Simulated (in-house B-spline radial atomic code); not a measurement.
Functionals against successive ionisation energies: Tb to Tb³⁺

Ionisation energies as differences of self-consistent total energies from a B-spline radial code for spherical atoms: all electrons, radial basis limit, scalar-relativistic (one-electron X2C), spin-polarised at highest spin, spherical densities; exact exchange is averaged over the determinants of each configuration. No spin-orbit coupling, Breit or QED terms. NIST's values run from ground level to ground level, so in open shells the differences also hold multiplet and fine-structure energies that spherical high-spin averages miss. Columns give computed minus NIST, in eV; a star marks a semi-empirical value. Species are left out where the tabulated value is theory, is uncertain by more than 0.12 eV, or (13 ions, such as In⁴⁺, Te⁴⁺ and Bi⁴⁺) lies off its series for all methods alike, which flatters the means a little.

| species | shell | NIST (eV) | PBE | PBEsol | SCAN | wB97X | OLYP |
| --- | --- | --- | --- | --- | --- | --- | --- |
| Tb | 6s | 5.86 | -0.01 | -0.03 | -0.28 | +0.17 | -0.21 |
| Tb⁺ | 6s | 11.51 ± 0.02* | +0.27 | +0.20 | +0.28 | -0.41 | -0.01 |
| Tb²⁺ | 4f | 21.82 ± 0.03* | +0.92 | +0.98 | -0.21 | -0.21 | +1.02 |
| Tb³⁺ | 4f | 39.33 ± 0.04* | +1.46 | +1.55 | +0.10 | +0.49 | +1.65 |

Problem. How do the methods rank, and which species is hardest?

Solution. Mean absolute (signed) differences: SCAN 0.22 (-0.03) eV; wB97X 0.32 (+0.01) eV; PBE 0.66 (+0.66) eV; PBEsol 0.69 (+0.68) eV; OLYP 0.72 (+0.61) eV. For Tb²⁺, which loses a 4f electron, the nearest method is off by -0.21 eV, the largest such miss.
